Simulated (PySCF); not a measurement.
Species: C5H9NO.
SMILES with atom numbers: `[CH3:1]/[CH:2]=[CH:3]/[CH2:4][NH:5][CH:6]=[O:7]` (hydrogens: H8, H9, H10 on C1; H11 on C2; H12 on C3; H13, H14 on C4; H15 on N5; H16 on C6)

A PySCF run (density fitting, gas phase, GFN2-xTB geometry) gave HOMO -9.01 eV, LUMO 2.04 eV, dipole 4.23 D and E = -325.771 Eh.

Question: Which of these levels was it?
A. wB97X-D/pcSseg-1
B. KT2/def2-SVP
C. CAM-B3LYP/6-31G*

Answer: A. It is wB97X-D/pcSseg-1. All candidates on this geometry:

| level and settings | kind | basis functions | SCF cycles | E (Eh) | HOMO (eV) | LUMO (eV) | dipole (D) |
| --- | --- | --- | --- | --- | --- | --- | --- |
| KT2/def2-SVP, start guess atom, energy threshold 1e-08 Eh | GGA | 143 | 12 | -331.0612 | -5.67 | -0.64 | 3.87 |
| CAM-B3LYP/6-31G*, grid level 4 | range-separated hybrid | 116 | 14 | -325.7348 | -8.16 | 1.91 | 4.03 |
| wB97X-D/pcSseg-1, grid level 4 | range-separated hybrid | 164 | 14 | -325.7711 | -9.01 | 2.04 | 4.23 |

The nearest other candidate, by the summed differences of HOMO and LUMO, is CAM-B3LYP/6-31G*: its HOMO differs by +0.85 eV and its LUMO by -0.13 eV. wB97X-D ran without the empirical dispersion term, which would shift the total energy alone. Cycle counts include a coarse-grid stage where the run had one. All basis functions are spherical, in the Pople sets too. KT2 was designed for NMR shieldings or shifts; total energies of different functionals aren't comparable.

Conformer computed: `[CH3:1]/[CH:2]=[CH:3]/[CH2:4][NH:5][CH:6]=[O:7]`: C2–C3–C4–N5 -123°, C3–C4–N5–C6 -120°, C4–N5–C6–O7 -2°.
